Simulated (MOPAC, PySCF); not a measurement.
H8N2Si2, SMILES `N[SiH](N)[SiH3]`, neutral singlet in the gas phase. 

Cartesian coordinates (Å):
SMILES: N[SiH](N)[SiH3]
```xyz
12

N     -0.9791     1.4501     0.5769
Si    -0.5141    -0.1903     0.3395
N     -1.0850    -1.0943    -1.0097
Si     1.8231    -0.1938     0.1891
H     -1.8893     1.6870     0.9380
H     -0.6142     2.1898    -0.0007
H     -1.0442    -0.9095     1.5284
H     -2.0207    -1.4672    -1.0292
H     -0.7435    -0.9223    -1.9413
H      2.2486     0.5511    -1.0342
H      2.3666    -1.5752     0.0826
H      2.4520     0.4747     1.3606
```
Charge 0, multiplicity 1.

All levels are single points at this geometry (PBE0-D4/def2-TZVP); Pople sets use spherical d functions. Orbital energies aren't observables, and empty levels follow the basis.

PBE-D3(BJ)/def2-TZVP in PySCF gives dipole (D) = 2.49.

Estimate the dipole (D) from each of these levels: PBE0-D4/def2-TZVP in PySCF; B3LYP/6-311+G** in PySCF; B3LYP/6-31G* in PySCF; B3LYP/LANL2DZ in PySCF; BP86/6-31G* in PySCF; M06-2X/6-31G* in PySCF; PBE/6-31G* in PySCF; SVWN5/6-31G* in PySCF; HF/6-31G* in PySCF; HF/STO-3G in PySCF; PM3 in MOPAC; PM7 in MOPAC.


```json
[
 {"level": "PBE0-D4/def2-TZVP in PySCF", "dipole (D)": "2.48"},
 {"level": "B3LYP/6-311+G** in PySCF", "dipole (D)": "2.34"},
 {"level": "B3LYP/6-31G* in PySCF", "dipole (D)": "2.72"},
 {"level": "B3LYP/LANL2DZ in PySCF", "dipole (D)": "2.64"},
 {"level": "BP86/6-31G* in PySCF", "dipole (D)": "2.79"},
 {"level": "M06-2X/6-31G* in PySCF", "dipole (D)": "2.69"},
 {"level": "PBE/6-31G* in PySCF", "dipole (D)": "2.78"},
 {"level": "SVWN5/6-31G* in PySCF", "dipole (D)": "2.84"},
 {"level": "HF/6-31G* in PySCF", "dipole (D)": "2.73"},
 {"level": "HF/STO-3G in PySCF", "dipole (D)": "1.65"},
 {"level": "PM3 in MOPAC", "dipole (D)": "1.89"},
 {"level": "PM7 in MOPAC", "dipole (D)": "2.20"}
]
```
